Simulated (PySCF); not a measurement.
Ga(All)(F)2, SMILES C=C[CH2][Ga]([F])[F] (C3H5F2Ga), PBE0/def2-SVP optimised geometry.

```
11

Ga    -1.30    -0.80     0.00
C      0.65    -0.80     0.00
C      1.25     0.53    -0.28
C      1.90     1.29     0.61
H      0.95    -1.56    -0.75
H      0.96    -1.19     0.99
H      1.13     0.91    -1.30
H      2.05     0.96     1.64
H      2.31     2.27     0.33
F     -2.26    -2.27     0.00
F     -2.31     0.62     0.00
```

Density from PySCF with PBE0/def2-TZVP at that geometry.

Minimum of the electron density along straight lines between bonded atoms, close to the bond critical point (lines longer than 1.1 times the sum of covalent radii, or with two minima, are not listed):

```json
[
 {"bond": "Ga1–C2", "length / Å": "1.957", "ρ at the minimum / e bohr⁻³": "[?]", "∇²ρ there / e bohr⁻⁵": "[?]", "position (fraction from the first atom)": "0.48"},
 {"bond": "C2–C3", "length / Å": "1.491", "ρ at the minimum / e bohr⁻³": "0.261", "∇²ρ there / e bohr⁻⁵": "[?]", "position (fraction from the first atom)": "0.50"},
 {"bond": "C3–C4", "length / Å": "1.335", "ρ at the minimum / e bohr⁻³": "0.349", "∇²ρ there / e bohr⁻⁵": "-1.06", "position (fraction from the first atom)": "0.51"},
 {"bond": "C2–H5", "length / Å": "1.103", "ρ at the minimum / e bohr⁻³": "0.268", "∇²ρ there / e bohr⁻⁵": "-0.88", "position (fraction from the first atom)": "0.64"},
 {"bond": "C2–H6", "length / Å": "1.103", "ρ at the minimum / e bohr⁻³": "0.269", "∇²ρ there / e bohr⁻⁵": "-0.89", "position (fraction from the first atom)": "0.64"},
 {"bond": "C3–H7", "length / Å": "1.097", "ρ at the minimum / e bohr⁻³": "0.278", "∇²ρ there / e bohr⁻⁵": "-0.97", "position (fraction from the first atom)": "0.65"},
 {"bond": "C4–H8", "length / Å": "1.095", "ρ at the minimum / e bohr⁻³": "0.276", "∇²ρ there / e bohr⁻⁵": "-0.96", "position (fraction from the first atom)": "0.65"},
 {"bond": "C4–H9", "length / Å": "1.093", "ρ at the minimum / e bohr⁻³": "0.278", "∇²ρ there / e bohr⁻⁵": "-0.97", "position (fraction from the first atom)": "0.65"},
 {"bond": "Ga1–F10", "length / Å": "1.749", "ρ at the minimum / e bohr⁻³": "0.134", "∇²ρ there / e bohr⁻⁵": "0.86", "position (fraction from the first atom)": "0.49"},
 {"bond": "Ga1–F11", "length / Å": "1.747", "ρ at the minimum / e bohr⁻³": "0.135", "∇²ρ there / e bohr⁻⁵": "0.87", "position (fraction from the first atom)": "0.49"}
]
```

Question: Complete the blanks.

Answer: 
- Ga1–C2, ρ at the minimum / e bohr⁻³: 0.117
- Ga1–C2, ∇²ρ there / e bohr⁻⁵: 0.16
- C2–C3, ∇²ρ there / e bohr⁻⁵: -0.68
